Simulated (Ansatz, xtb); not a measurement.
**B2H5NO: where a starting geometry ends**

The starting geometry of this gas-phase singlet was built from a drawn formula by distance geometry and a force field; its bonds are those of `B1[BH2-][OH+]N1`.

```xyz
9

B    -2.1861    0.7645   -0.6542
B    -1.9755    1.3924    0.8563
N    -0.7273    0.1882   -0.3698
O    -0.5566    0.7299    0.9150
H    -2.9105    0.7668   -1.5895
H    -1.8156    2.5702    0.8395
H    -2.7173    0.9632    1.6333
H    -0.7032    0.0157    1.6006
H    -0.8148   -0.8845   -0.2575
```

Task: Where would you expect an optimisation with r2SCAN-D4/def2-SVP to take it?

Result: A bond breaks, leaving `BBNO`. Distances that change by over a tenth: B1–N3 (1.59 → 1.39 Å). Contacts that open: B2–O4 (1.57 → 2.87 Å).

The energy falls by 1.69 eV over 17 steps:

| step | E − E(last) (eV) |
| --- | --- |
| 1 | 1.692 |
| 3 | 0.570 |
| 5 | 0.200 |
| 6 | 0.122 |
| 8 | 0.053 |
| 10 | 0.021 |
| 12 | 0.002 |
| 13 | 0.001 |
| 15 | 0.000 |
| 17 | 0.000 |

Final geometry (Å):

```xyz
9

B    -2.0658    0.7462   -0.4055
B    -2.4347    1.8417    0.8140
N    -0.9557   -0.0629   -0.2067
O    -0.1453    0.1207    0.9353
H    -2.6644    0.5738   -1.4464
H    -2.0489    2.9894    0.7812
H    -3.1044    1.5400    1.7798
H    -0.4722   -0.5307    1.5764
H    -0.5155   -0.7119   -0.8545
```

From the same start GFN2-xTB reaches the same bonding as this run.

The end wasn't checked by frequencies. Run with Ansatz 0.2.0, 26 s on 2 threads of Arm Neoverse V1, on a shared host.
